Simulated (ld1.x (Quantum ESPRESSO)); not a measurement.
silicon, PAW: configuration errors across variants

silicon, PAW, made with ld1.x (Quantum ESPRESSO) 7.5 (PBE, non-relativistic). Core [He], reference 2s2 2p6 3s2 3p1.75 (charge +0.25). Waves: 2s (bound): rcut 0.90, rcutus 1.05 bohr; 3s (bound): rcut 0.90, rcutus 1.05 bohr; 2p (bound): rcut 0.80, rcutus 0.85 bohr; 3p (bound): rcut 0.80, rcutus 0.85 bohr; 3d channel at 0.25 Ry: rcut 0.95, rcutus 1.05 bohr. Local part: all-electron potential smoothed inside 0.95 bohr (lloc = -1). Core correction: Bessel-smoothed model core inside 0.70 bohr. Augmentation charge: BESSEL, radius 0.70 bohr.

All-electron excitation energies from the reference (eV): (1) 2s2 2p6 3s2 3p2 -1.238; (2) 2s2 2p6 3s2 3p1 6.513; (3) 2s2 2p6 3s2 3p0 22.518; (4) 2s2 2p6 3s1 3p2 13.881; (5) 2s2 2p6 3s2 3p1.5 1.688; (6) 2s2 2p6 3s2 3p2.3 -2.171; (7) 2s2 2p6 3s1 3p0 56.419.

The overlap operator is not positive definite (basis up to 400 Ry) in “base”, “local potential all-electron potential smoothed inside 0.42 bohr (lloc = -1)”, “local potential all-electron potential smoothed inside 0.52 bohr (lloc = -1)”, “local potential all-electron potential smoothed inside 0.62 bohr (lloc = -1)”, “local potential all-electron potential smoothed inside 0.70 bohr (lloc = -1)”, “local potential all-electron potential smoothed inside 0.76 bohr (lloc = -1)”, “local potential all-electron potential smoothed inside 0.84 bohr (lloc = -1)”, “local potential all-electron potential smoothed inside 0.94 bohr (lloc = -1)”. Such files are unfit for use, however small their errors in these radial tests.

Errors AE − PS in meV (a dash: test not solved or not reliable):

| change | (1) | (2) | (3) | (4) | (5) | (6) | (7) | bound ghosts |
| --- | --- | --- | --- | --- | --- | --- | --- | --- |
| base | 0.0 | +0.4 | +5.5 | +2.0 | +0.1 | 0.0 | +24 | not determined (overlap not positive) |
| local potential all-electron potential smoothed inside 0.42 bohr (lloc = -1) | 0.0 | +0.1 | +1.1 | +0.8 | 0.0 | 0.0 | +2.7 | not determined (overlap not positive) |
| local potential all-electron potential smoothed inside 0.52 bohr (lloc = -1) | 0.0 | 0.0 | +0.3 | +0.2 | 0.0 | 0.0 | +0.8 | not determined (overlap not positive) |
| local potential all-electron potential smoothed inside 0.62 bohr (lloc = -1) | 0.0 | 0.0 | -0.1 | 0.0 | 0.0 | 0.0 | -0.1 | not determined (overlap not positive) |
| local potential all-electron potential smoothed inside 0.70 bohr (lloc = -1) | 0.0 | 0.0 | -0.2 | 0.0 | 0.0 | 0.0 | -0.5 | not determined (overlap not positive) |
| local potential all-electron potential smoothed inside 0.76 bohr (lloc = -1) | 0.0 | 0.0 | -0.2 | 0.0 | 0.0 | 0.0 | -0.6 | not determined (overlap not positive) |
| local potential all-electron potential smoothed inside 0.84 bohr (lloc = -1) | 0.0 | 0.0 | -0.1 | 0.0 | 0.0 | 0.0 | -0.3 | not determined (overlap not positive) |
| local potential all-electron potential smoothed inside 0.94 bohr (lloc = -1) | -1.4 | +486 | +501 | +237 | – | – | – | not determined (overlap not positive) |
| local potential all-electron potential smoothed inside 1.14 bohr (lloc = -1) | 0.0 | -0.1 | +0.1 | +0.1 | 0.0 | 0.0 | +1.2 | none |
| local potential all-electron potential smoothed inside 1.22 bohr (lloc = -1) | 0.0 | +0.2 | +2.2 | +0.8 | 0.0 | 0.0 | +9.8 | none |

(1) Give the same row for: local potential all-electron potential smoothed inside 1.04 bohr (lloc = -1).

Answers

(1) 0.0, 0.0, +0.3, +0.2, 0.0, 0.0, +1.9; bound ghosts: none.
